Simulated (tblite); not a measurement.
Compound: C₄H₉FNSi₂ (doublet state).
Atom-mapped SMILES: `[F:1][SiH2:2][N:3]([CH2:4][SiH2:5])[CH:6]1[CH:7]=[CH:8]1` (hydrogens: H9, H10 on Si2; H11, H12 on C4; H13, H14 on Si5; H15 on C6; H16 on C7; H17 on C8)
Bond orders are those of one Lewis drawing.

Computed with GFN2-xTB (tblite), gas phase: L-BFGS steps from a force-field or distance-geometry start until the largest atomic force falls under 0.01 eV/Å.

Step 21: E = -658.2450 eV
```
atom  x, y, z in Å  |  force x, y, z in eV/Å
F1      0.9841    2.7178   -0.3279   -0.047  -0.072   0.021
Si2    -0.2632    1.7977    0.1279    0.058  -0.018  -0.058
N3     -0.0046    0.2072   -0.4564   -0.019   0.030   0.021
C4     -1.1340   -0.6070   -0.9038    0.016   0.017  -0.019
Si5    -2.3681   -1.1004    0.4738    0.040  -0.015  -0.072
C6      1.1497   -0.5594   -0.0624   -0.037   0.000   0.014
C7      2.4111    0.1294    0.3184   -0.015   0.019   0.088
C8      2.4261   -0.4631   -0.8412   -0.015  -0.062  -0.069
H9     -1.4392    2.3206   -0.5432    0.019   0.039  -0.020
H10    -0.2682    1.9516    1.5807   -0.004   0.007  -0.013
H11    -0.7200   -1.4909   -1.4058   -0.061   0.046   0.068
H12    -1.6741   -0.0422   -1.6735    0.059  -0.021   0.113
H13    -2.0522   -2.3462    1.1636    0.019  -0.005  -0.021
H14    -3.7525   -1.0367    0.0242    0.010  -0.032  -0.019
H15     0.8727   -1.5025    0.4170    0.023   0.059  -0.001
H16     2.8855    0.7408    1.0471   -0.011  -0.016  -0.028
H17     2.9398   -0.7047   -1.7400   -0.036   0.025  -0.006
```

Step 22: E = -658.2466 eV
```
atom  x, y, z in Å  |  force x, y, z in eV/Å
F1      0.9920    2.7149   -0.3240   -0.032  -0.058   0.010
Si2    -0.2612    1.8020    0.1278    0.058  -0.030  -0.064
N3     -0.0051    0.2104   -0.4543   -0.038  -0.002   0.008
C4     -1.1326   -0.6061   -0.9025   -0.024   0.001   0.000
Si5    -2.3696   -1.1047    0.4744    0.042  -0.027  -0.090
C6      1.1486   -0.5571   -0.0614   -0.032  -0.006   0.021
C7      2.4110    0.1280    0.3193   -0.001   0.022   0.052
C8      2.4242   -0.4635   -0.8413   -0.027  -0.045  -0.059
H9     -1.4325    2.3313   -0.5448    0.005   0.037  -0.034
H10    -0.2688    1.9628    1.5787   -0.006  -0.002   0.013
H11    -0.7211   -1.4926   -1.4031   -0.039   0.068   0.082
H12    -1.6721   -0.0448   -1.6747    0.048  -0.006   0.118
H13    -2.0505   -2.3538    1.1610    0.013   0.025  -0.037
H14    -3.7556   -1.0491    0.0221    0.045  -0.030  -0.012
H15     0.8732   -1.4994    0.4180   -0.002   0.033   0.011
H16     2.8841    0.7394    1.0482    0.006  -0.011  -0.021
H17     2.9291   -0.7058   -1.7447   -0.015   0.029   0.003
```

Step 23: E = -658.2482 eV
```
atom  x, y, z in Å  |  force x, y, z in eV/Å
F1      0.9996    2.7109   -0.3199    0.006  -0.030  -0.011
Si2    -0.2589    1.8059    0.1269    0.025  -0.027  -0.042
N3     -0.0064    0.2134   -0.4518   -0.039  -0.032  -0.003
C4     -1.1315   -0.6051   -0.9006   -0.049  -0.011   0.033
Si5    -2.3706   -1.1101    0.4729    0.026  -0.036  -0.078
C6      1.1469   -0.5545   -0.0604   -0.018  -0.008   0.023
C7      2.4107    0.1264    0.3201    0.009   0.012  -0.010
C8      2.4216   -0.4643   -0.8418   -0.039  -0.011  -0.022
H9     -1.4255    2.3427   -0.5474   -0.001   0.030  -0.043
H10    -0.2692    1.9742    1.5767   -0.010  -0.013   0.024
H11    -0.7223   -1.4930   -1.3988   -0.005   0.058   0.072
H12    -1.6694   -0.0473   -1.6741    0.016   0.027   0.090
H13    -2.0486   -2.3609    1.1578    0.010   0.045  -0.048
H14    -3.7581   -1.0620    0.0202    0.071  -0.027  -0.010
H15     0.8731   -1.4957    0.4189   -0.029  -0.004   0.028
H16     2.8829    0.7379    1.0488    0.023  -0.004  -0.012
H17     2.9187   -0.7064   -1.7492    0.003   0.030   0.008
```

Step 24: E = -658.2496 eV
```
atom  x, y, z in Å  |  force x, y, z in eV/Å
F1      1.0063    2.7068   -0.3164    0.043  -0.005  -0.031
Si2    -0.2568    1.8088    0.1256   -0.019  -0.011  -0.006
N3     -0.0082    0.2154   -0.4495   -0.023  -0.045  -0.001
C4     -1.1313   -0.6044   -0.8982   -0.050  -0.011   0.058
Si5    -2.3710   -1.1156    0.4700    0.003  -0.035  -0.039
C6      1.1451   -0.5524   -0.0591   -0.003  -0.011   0.022
C7      2.4105    0.1251    0.3204    0.009   0.000  -0.063
C8      2.4185   -0.4653   -0.8424   -0.044   0.021   0.019
H9     -1.4194    2.3530   -0.5505    0.004   0.019  -0.045
H10    -0.2694    1.9838    1.5753   -0.014  -0.024   0.015
H11    -0.7231   -1.4923   -1.3937    0.029   0.025   0.045
H12    -1.6669   -0.0489   -1.6719   -0.026   0.062   0.045
H13    -2.0468   -2.3662    1.1543    0.013   0.045  -0.049
H14    -3.7590   -1.0737    0.0184    0.073  -0.024  -0.015
H15     0.8722   -1.4925    0.4202   -0.048  -0.035   0.044
H16     2.8823    0.7364    1.0490    0.036   0.001  -0.007
H17     2.9101   -0.7062   -1.7530    0.016   0.028   0.008
```

**Question.** Estimate the geometry and energy of step 25. (The exact step hangs on the optimiser's Hessian estimate; all steps are aligned on step 24, rigid shifts and turns removed.)

**Answer.** E = -658.2509 eV, largest force 0.104 eV/Å
```
atom  x, y, z in Å  |  force x, y, z in eV/Å
F1      1.0129    2.7028   -0.3139    0.061   0.007  -0.042
Si2    -0.2550    1.8111    0.1241   -0.048   0.011   0.026
N3     -0.0103    0.2166   -0.4474   -0.001  -0.037   0.016
C4     -1.1320   -0.6039   -0.8951   -0.029   0.001   0.057
Si5    -2.3713   -1.1211    0.4666   -0.020  -0.022   0.014
C6      1.1432   -0.5508   -0.0575    0.006  -0.016   0.021
C7      2.4104    0.1243    0.3201   -0.001  -0.006  -0.086
C8      2.4149   -0.4660   -0.8432   -0.040   0.040   0.040
H9     -1.4138    2.3626   -0.5543    0.015   0.005  -0.042
H10    -0.2700    1.9917    1.5744   -0.018  -0.034  -0.003
H11    -0.7235   -1.4912   -1.3882    0.052  -0.010   0.011
H12    -1.6650   -0.0490   -1.6686   -0.062   0.083   0.005
H13    -2.0448   -2.3700    1.1501    0.022   0.024  -0.038
H14    -3.7584   -1.0846    0.0164    0.051  -0.019  -0.027
H15     0.8705   -1.4902    0.4222   -0.055  -0.052   0.051
H16     2.8825    0.7351    1.0488    0.043   0.002  -0.009
H17     2.9026   -0.7054   -1.7560    0.023   0.024   0.006
```

The energy changes by -0.0013 eV. The first-order estimate −F·Δx gives -0.0018 eV and the mean of the old and new forces, exact on a quadratic surface, -0.0013 eV. The step makes an angle of 73° with the force vector and moves no atom by more than 0.012 Å.

What follows is the cost of the whole relaxation. On one thread of an INTEL XEON PLATINUM 8581C at 2.10 GHz, shared host, this took 1.2 s.
